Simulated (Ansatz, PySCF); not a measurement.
Molecule: CH2BO, charge 0, multiplicity 2. It need not be the lowest isomer of its formula. 
Geometry from a B3LYP-D3(BJ)/def2-TZVP (Ansatz, an electronic-structure program) optimisation:
```xyz
5

B     -0.2250    -0.0101    -1.3469
H     -0.3344     1.0404    -1.8868
H     -0.2945    -1.0685    -1.8777
C      0.0170     0.0008     0.1019
O      0.2065     0.0092     1.2360
```
Charge 0, spin multiplicity 2.

Total electronic energies in hartree. Cores are frozen in the correlated levels unless marked. Open shells are spin-unrestricted. Spin-orbit coupling is left out. Non-relativistic unless marked X2C. FCI takes restricted orbitals. Basis-set limits of correlation are two-point, X^-3; Hartree-Fock from the larger set. [CCSD(T)-MP2]/basis is that difference in the basis named.

| level | program | energy (Eh) |
|---|---|---|
| HF/cc-pVDZ | Ansatz | -138.55639 |
| PBE-D3(BJ)/def2-TZVPD | Ansatz + dftd3 | -139.22693 |
| PBE-D4/def2-TZVPD | Ansatz + dftd4 | -139.22675 |
| TPSS/def2-TZVPD | PySCF | -139.42381 |
| TPSS-D3(BJ)/def2-TZVPD | PySCF + dftd3 | -139.42635 |
| r2SCAN-D4/def2-TZVPD | Ansatz + dftd4 | -139.31917 |
| B3LYP-D4/def2-TZVPD | Ansatz + dftd4 | -139.40576 |
| PBE0/def2-TZVPD | Ansatz | -139.22716 |
| BHLYP-D3(BJ)/def2-TZVPD | Ansatz + dftd3 | -139.32187 |
| TPSSh-D3(BJ)/def2-TZVPD | PySCF + dftd3 | -139.40757 |
| TPSSh-D4/def2-TZVPD | PySCF + dftd4 | -139.40755 |
| PW6B95/def2-TZVPD | PySCF | -139.56490 |
| CAM-B3LYP-D3(BJ)/def2-TZVPD | Ansatz + dftd3 | -139.33126 |
| PBE-QIDH/def2-TZVPD | Ansatz | -139.19804 |
| RPA@PBE/cc-pVQZ | Ansatz | -139.39688 |
| MP2/cc-pVDZ | Ansatz | -138.93262 |
| MP2/aug-cc-pVTZ | Ansatz | -139.07066 |
| SCS-MP2/cc-pwCVTZ | Ansatz | -139.06676 |
| CCSD(T)/STO-3G | Ansatz | -136.90587 |
| CCSD(T)/cc-pVTZ | Ansatz | -139.10040 |
| X2C-CCSD(T)/cc-pVTZ-DK | Ansatz | -139.17378 |
| FCI/STO-3G | Ansatz | -136.90762 |
| RI-MP2/CBS(aug-cc-pVTZ,aug-cc-pVQZ)+[CCSD(T)-MP2]/aug-cc-pVTZ | Ansatz | -139.1681 |

Totals of different functionals don't rank their quality; only differences between species are comparable.
